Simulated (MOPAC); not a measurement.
Input for MOPAC: PM3 on C5H8 (SMILES C=CC(=C)C), a point of a torsion scan.

```
PM3 1SCF PRECISE CHARGE=0 THREADS=1
C5H8

C      1.05874743 1     1.53088077 1    -0.66338075 1
C      0.31088769 1     1.07036727 1     0.32933424 1
C     -0.33624028 1    -0.24335507 1     0.35724579 1
C     -0.37303724 1    -0.94908310 1     1.48336161 1
C     -0.85612710 1    -0.78882192 1    -0.93975856 1
H      1.20056354 1     0.98382751 1    -1.58006638 1
H      1.55056111 1     2.48691209 1    -0.60238435 1
H      0.23089649 1     1.64409231 1     1.24476989 1
H      0.02150588 1    -0.56223215 1     2.40795139 1
H     -0.80327012 1    -1.93539757 1     1.52299077 1
H     -1.44795625 1    -1.68461046 1    -0.77104501 1
H     -0.02846039 1    -1.04418104 1    -1.60036362 1
H     -1.46982848 1    -0.04471018 1    -1.44449917 1
```

Output:

```
*******************************************************************************
 **                                                                           **
 **                              MOPAC v23.2.5                                **
 **                                                                           **
 *******************************************************************************
 ** MOPAC's Digital Object Identifier: https://doi.org/10.5281/zenodo.6511958 **
 **                                                                           **
 ** Please cite the open-source release paper for use of this MOPAC version:  **
 ** J. E. Moussa and J. J. P. Stewart (2026)                                  **
 ** MOPAC: An open-source semiempirical molecular orbital program             **
 ** J. Open Source Softw., 11(119), 8025, https://doi.org/10.21105/joss.08025 **
 *******************************************************************************

                              PM3 CALCULATION RESULTS

 *******************************************************************************
 *  PM3        - The PM3 Hamiltonian to be used
 *
 *
 *
 *                 CHARGE ON SYSTEM = 0
 *
 *
 *
 *  PRECISE    - TIGHTER CRITERIA TO BE USED
 *  1SCF       - DO 1 SCF AND THEN STOP
 *  THREADS=1  - MULTI-THREADING NOT USED
 *  T=         - A TIME OF 172800.0 SECONDS REQUESTED
 *  DUMP=N     - RESTART FILE WRITTEN EVERY 7200.0 SECONDS REQUESTED
 *******************************************************************************
PM3 1SCF PRECISE CHARGE=0 THREADS=1
 C5H8

   ATOM   CHEMICAL          X               Y               Z
  NUMBER   SYMBOL      (ANGSTROMS)     (ANGSTROMS)     (ANGSTROMS)

     1       C          1.05874743  *   1.53088077  *  -0.66338075  *
     2       C          0.31088769  *   1.07036727  *   0.32933424  *
     3       C         -0.33624028  *  -0.24335507  *   0.35724579  *
     4       C         -0.37303724  *  -0.94908310  *   1.48336161  *
     5       C         -0.85612710  *  -0.78882192  *  -0.93975856  *
     6       H          1.20056354  *   0.98382751  *  -1.58006638  *
     7       H          1.55056111  *   2.48691209  *  -0.60238435  *
     8       H          0.23089649  *   1.64409231  *   1.24476989  *
     9       H          0.02150588  *  -0.56223215  *   2.40795139  *
    10       H         -0.80327012  *  -1.93539757  *   1.52299077  *
    11       H         -1.44795625  *  -1.68461046  *  -0.77104501  *
    12       H         -0.02846039  *  -1.04418104  *  -1.60036362  *
    13       H         -1.46982848  *  -0.04471018  *  -1.44449917  *



          CARTESIAN COORDINATES

    NO.       ATOM           X           Y           Z

     1         C          1.0587      1.5309     -0.6634
     2         C          0.3109      1.0704      0.3293
     3         C         -0.3362     -0.2434      0.3572
     4         C         -0.3730     -0.9491      1.4834
     5         C         -0.8561     -0.7888     -0.9398
     6         H          1.2006      0.9838     -1.5801
     7         H          1.5506      2.4869     -0.6024
     8         H          0.2309      1.6441      1.2448
     9         H          0.0215     -0.5622      2.4080
    10         H         -0.8033     -1.9354      1.5230
    11         H         -1.4480     -1.6846     -0.7710
    12         H         -0.0285     -1.0442     -1.6004
    13         H         -1.4698     -0.0447     -1.4445

  H: (PM3): J. J. P. STEWART, J. COMP. CHEM. 10, 209 (1989).
  C: (PM3): J. J. P. STEWART, J. COMP. CHEM. 10, 209 (1989).

           Empirical Formula: C5 H8  =    13 atoms



      MOLECULAR POINT GROUP   :   C1


      RHF CALCULATION, NO. OF DOUBLY OCCUPIED LEVELS = 14


 -------------------------------------------------------------------------------
 PM3 1SCF PRECISE CHARGE=0 THREADS=1
 C5H8



     1SCF WAS SPECIFIED, SO BFGS WAS NOT USED
     SCF FIELD WAS ACHIEVED


                              PM3 CALCULATION
                                                       MOPAC v23.2.5 Linux




          FINAL HEAT OF FORMATION =         23.63595 KCAL/MOL =      98.89280 KJ/MOL


          COSMO AREA              =        123.46 SQUARE ANGSTROMS
          COSMO VOLUME            =        111.35 CUBIC ANGSTROMS

          IONIZATION POTENTIAL    =          9.509596 EV
          HOMO LUMO ENERGIES (EV) =         -9.510  0.441
          NO. OF FILLED LEVELS    =         14
          MOLECULAR WEIGHT        =         68.1182         POINT GROUP:  C1

          MOLECULAR DIMENSIONS (Angstroms)

            Atom       Atom       Distance
            H    10    H     7     5.44193
            H     9    H    13     3.96165
            H    12    H     8     2.36536


          SCF CALCULATIONS        =          1





   ATOM   CHEMICAL          X               Y               Z
  NUMBER   SYMBOL      (ANGSTROMS)     (ANGSTROMS)     (ANGSTROMS)

     1       C          1.05874743  *   1.53088077  *  -0.66338075  *
     2       C          0.31088769  *   1.07036727  *   0.32933424  *
     3       C         -0.33624028  *  -0.24335507  *   0.35724579  *
     4       C         -0.37303724  *  -0.94908310  *   1.48336161  *
     5       C         -0.85612710  *  -0.78882192  *  -0.93975856  *
     6       H          1.20056354  *   0.98382751  *  -1.58006638  *
     7       H          1.55056111  *   2.48691209  *  -0.60238435  *
     8       H          0.23089649  *   1.64409231  *   1.24476989  *
     9       H          0.02150588  *  -0.56223215  *   2.40795139  *
    10       H         -0.80327012  *  -1.93539757  *   1.52299077  *
    11       H         -1.44795625  *  -1.68461046  *  -0.77104501  *
    12       H         -0.02846039  *  -1.04418104  *  -1.60036362  *
    13       H         -1.46982848  *  -0.04471018  *  -1.44449917  *

                             CARTESIAN COORDINATES

   1    C        1.058747430     1.530880770    -0.663380750
   2    C        0.310887690     1.070367270     0.329334240
   3    C       -0.336240280    -0.243355070     0.357245790
   4    C       -0.373037240    -0.949083100     1.483361610
   5    C       -0.856127100    -0.788821920    -0.939758560
   6    H        1.200563540     0.983827510    -1.580066380
   7    H        1.550561110     2.486912090    -0.602384350
   8    H        0.230896490     1.644092310     1.244769890
   9    H        0.021505880    -0.562232150     2.407951390
  10    H       -0.803270120    -1.935397570     1.522990770
  11    H       -1.447956250    -1.684610460    -0.771045010
  12    H       -0.028460390    -1.044181040    -1.600363620
  13    H       -1.469828480    -0.044710180    -1.444499170


           Empirical Formula: C5 H8  =    13 atoms



      MOLECULAR POINT GROUP   :   C1


                  EIGENVALUES
 -37.77934 -30.44516 -27.22796 -21.64998 -18.21603 -16.63679 -16.11075 -14.75851
 -14.02876 -13.41082 -12.92604 -12.05589 -11.15554  -9.50960   0.44126   1.85759
   3.24481   3.63746   3.86290   3.96652   4.18616   4.36555   4.49179   4.55620
   5.12326   5.42840   5.98338   6.01131


              NET ATOMIC CHARGES AND DIPOLE CONTRIBUTIONS

  ATOM NO.   TYPE          CHARGE      No. of ELECS.   s-Pop       p-Pop
    1          C          -0.152317        4.1523     1.17920     2.97312
    2          C          -0.100134        4.1001     1.17810     2.92204
    3          C          -0.086850        4.0868     1.18669     2.90016
    4          C          -0.158957        4.1590     1.17946     2.97949
    5          C          -0.066449        4.0664     1.12383     2.94262
    6          H           0.083091        0.9169     0.91691
    7          H           0.080931        0.9191     0.91907
    8          H           0.094468        0.9055     0.90553
    9          H           0.083854        0.9161     0.91615
   10          H           0.084650        0.9154     0.91535
   11          H           0.043355        0.9566     0.95664
   12          H           0.046735        0.9533     0.95327
   13          H           0.047623        0.9524     0.95238
 DIPOLE           X         Y         Z       TOTAL
 POINT-CHG.    -0.001    -0.060    -0.216     0.224
 HYBRID         0.055     0.013     0.024     0.061
 SUM            0.053    -0.047    -0.192     0.205


          ATOMIC ORBITAL ELECTRON POPULATIONS

     Atom    s        px        py        pz
    1  C   1.17920   0.98496   1.00195   0.98621
    2  C   1.17810   0.98019   0.95428   0.98757
    3  C   1.18669   0.98691   0.94942   0.96383
    4  C   1.17946   1.01480   0.99455   0.97015
    5  C   1.12383   0.99731   0.99641   0.94890
    6  H   0.91691
    7  H   0.91907
    8  H   0.90553
    9  H   0.91615
   10  H   0.91535
   11  H   0.95664
   12  H   0.95327
   13  H   0.95238

 **********************
 *                    *
 * JOB ENDED NORMALLY *
 *                    *
 **********************




 == MOPAC DONE ==
```

The run finished.

Cost: about 0.020 core-seconds (a rough figure).
